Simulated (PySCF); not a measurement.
C2H7OSi, SMILES C[SiH](C)[O] (connectivity only; charge and spin as stated), charge -1, multiplicity 1.

Geometry: B3LYP-D3(BJ)/def2-SVPD. The multiplicity is an assumed one; no other spin state was optimised. The isomer is the one that the SMILES or the coordinates give; other isomers of the formula were not compared.

Calculation: B3LYP-D3(BJ)/def2-SVPD run with PySCF.

Frequencies are harmonic and unscaled.

Computed normal modes with their intensities:
```json
[
 {"mode": "1", "ν (cm⁻¹)": "141", "IR (km/mol)": "0.0", "moving atoms (share of kinetic energy)": "H 98 %"},
 {"mode": "2", "ν (cm⁻¹)": "164", "IR (km/mol)": "0.1", "moving atoms (share of kinetic energy)": "H 92 %"},
 {"mode": "3", "ν (cm⁻¹)": "206", "IR (km/mol)": "0.0", "moving atoms (share of kinetic energy)": "H 43 %, C 40 %, Si 10 %"},
 {"mode": "4", "ν (cm⁻¹)": "255", "IR (km/mol)": "14.5", "moving atoms (share of kinetic energy)": "O 46 %, H 23 %, C 19 %, Si 12 %"},
 {"mode": "5", "ν (cm⁻¹)": "287", "IR (km/mol)": "15.2", "moving atoms (share of kinetic energy)": "Si 34 %, H 32 %, O 24 %, C 10 %"},
 {"mode": "6", "ν (cm⁻¹)": "583", "IR (km/mol)": "17.2", "moving atoms (share of kinetic energy)": "H 92 %"},
 {"mode": "7", "ν (cm⁻¹)": "586", "IR (km/mol)": "9.6", "moving atoms (share of kinetic energy)": "C 56 %, H 25 %, Si 13 %"},
 {"mode": "8", "ν (cm⁻¹)": "611", "IR (km/mol)": "28.2", "moving atoms (share of kinetic energy)": "C 42 %, H 37 %, Si 21 %"},
 {"mode": "9", "ν (cm⁻¹)": "719", "IR (km/mol)": "35.8", "moving atoms (share of kinetic energy)": "H 74 %, C 13 %, Si 8 %"},
 {"mode": "10", "ν (cm⁻¹)": "722", "IR (km/mol)": "58.0", "moving atoms (share of kinetic energy)": "H 58 %, C 21 %, Si 18 %"},
 {"mode": "11", "ν (cm⁻¹)": "802", "IR (km/mol)": "41.5", "moving atoms (share of kinetic energy)": "H 65 %, C 24 %, Si 10 %"},
 {"mode": "12", "ν (cm⁻¹)": "880", "IR (km/mol)": "33.0", "moving atoms (share of kinetic energy)": "H 79 %, O 11 %, C 9 %"},
 {"mode": "13", "ν (cm⁻¹)": "887", "IR (km/mol)": "162.7", "moving atoms (share of kinetic energy)": "H 83 %, C 9 %"},
 {"mode": "14", "ν (cm⁻¹)": "1057", "IR (km/mol)": "288.4", "moving atoms (share of kinetic energy)": "O 52 %, Si 41 %"},
 {"mode": "15", "ν (cm⁻¹)": "1201", "IR (km/mol)": "45.0", "moving atoms (share of kinetic energy)": "H 77 %, C 23 %"},
 {"mode": "16", "ν (cm⁻¹)": "1206", "IR (km/mol)": "36.7", "moving atoms (share of kinetic energy)": "H 77 %, C 22 %"},
 {"mode": "17", "ν (cm⁻¹)": "1416", "IR (km/mol)": "0.4", "moving atoms (share of kinetic energy)": "H 95 %"},
 {"mode": "18", "ν (cm⁻¹)": "1419", "IR (km/mol)": "0.2", "moving atoms (share of kinetic energy)": "H 95 %"},
 {"mode": "19", "ν (cm⁻¹)": "1421", "IR (km/mol)": "0.4", "moving atoms (share of kinetic energy)": "H 95 %"},
 {"mode": "20", "ν (cm⁻¹)": "1433", "IR (km/mol)": "2.7", "moving atoms (share of kinetic energy)": "H 96 %"},
 {"mode": "21", "ν (cm⁻¹)": "1938", "IR (km/mol)": "445.2", "moving atoms (share of kinetic energy)": "H 97 %"},
 {"mode": "22", "ν (cm⁻¹)": "2979", "IR (km/mol)": "36.9", "moving atoms (share of kinetic energy)": "H 97 %"},
 {"mode": "23", "ν (cm⁻¹)": "2982", "IR (km/mol)": "46.2", "moving atoms (share of kinetic energy)": "H 97 %"},
 {"mode": "24", "ν (cm⁻¹)": "3055", "IR (km/mol)": "5.8", "moving atoms (share of kinetic energy)": "H 91 %, C 9 %"},
 {"mode": "25", "ν (cm⁻¹)": "3059", "IR (km/mol)": "98.7", "moving atoms (share of kinetic energy)": "H 91 %, C 9 %"},
 {"mode": "26", "ν (cm⁻¹)": "3070", "IR (km/mol)": "32.4", "moving atoms (share of kinetic energy)": "H 91 %, C 9 %"},
 {"mode": "27", "ν (cm⁻¹)": "3071", "IR (km/mol)": "55.5", "moving atoms (share of kinetic energy)": "H 91 %, C 9 %"}
]
```
